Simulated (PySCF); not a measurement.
Two-component Hartree-Fock for Lu³⁺ (lutetium, charge +3)

Start: [Xe] 4f14. Calculated with PySCF 2.14 in x2c-TZVPall-2c: generalised Hartree-Fock with the X2C-1e Hamiltonian and a Gaussian nucleus; one run each with spin-orbit coupling (SO) switched off, then screened by Boettger's factors.

```csv
spinor shell,electrons,"ε, spin-free (eV)","ε, screened SO (eV)",weight of nominal j (screened SO),"rms radius, screened SO (bohr)"
1s1/2,2,-63676.0,-63659.2,1.000,0.0219
2s1/2,2,-10996.1,-10990.9,1.000,0.0884
2p1/2,2,-9676.7,-10471.8,1.000,0.0754
2p3/2,4,-9676.7,-9348.8,1.000,0.0825
3s1/2,2,-2570.3,-2568.7,1.000,0.227
3p1/2,2,-2167.2,-2339.2,1.000,0.218
3d3/2,4,-1679.2,-1710.1,1.000,0.206
3d5/2,6,-1679.2,-1657.3,1.000,0.210
4s1/2,2,-562.04,-561.59,1.000,0.509
4p1/2,2,-427.35,-466.80,1.000,0.520
4p3/2,4,-427.35,-410.82,1.000,0.552
4d3/2,4,-248.25,-254.39,1.000,0.585
4d5/2,6,-248.25,-243.86,1.000,0.597
5s1/2,2,-99.665,-99.616,1.000,1.26
5p1/2,2,-64.877,-70.199,1.000,1.40
5p3/2,4,-64.877,-62.685,1.000,1.51
4f5/2,6,-48.790,-49.546,1.000,0.788
4f7/2,8,-48.790,-47.982,1.000,0.797
```

(1) Where does 3p3/2 lie, and what is the 3p spin-orbit splitting (screened SO)?

```tsv
quantity	spin-free	screened SO
E (hartree)	-14551.03181	-14565.46659
M_J	0	0
⟨J²⟩	0.000	0.000
⟨L²⟩	0.000	0.106
⟨S²⟩	0.000	0.106
```

Breit and QED terms are absent; they matter most for the inner s and p1/2 levels.

Densities and radii are taken from the X2C orbitals without a picture-change correction, which distorts them close to the nucleus.

Without spin-orbit coupling the j labels of p, d and f shells carry no meaning; the spin-free column gives the mean over the occupied spinors of each nl shell.

Results:

(1) At -2095.2 eV, 243.96 eV above 3p1/2.
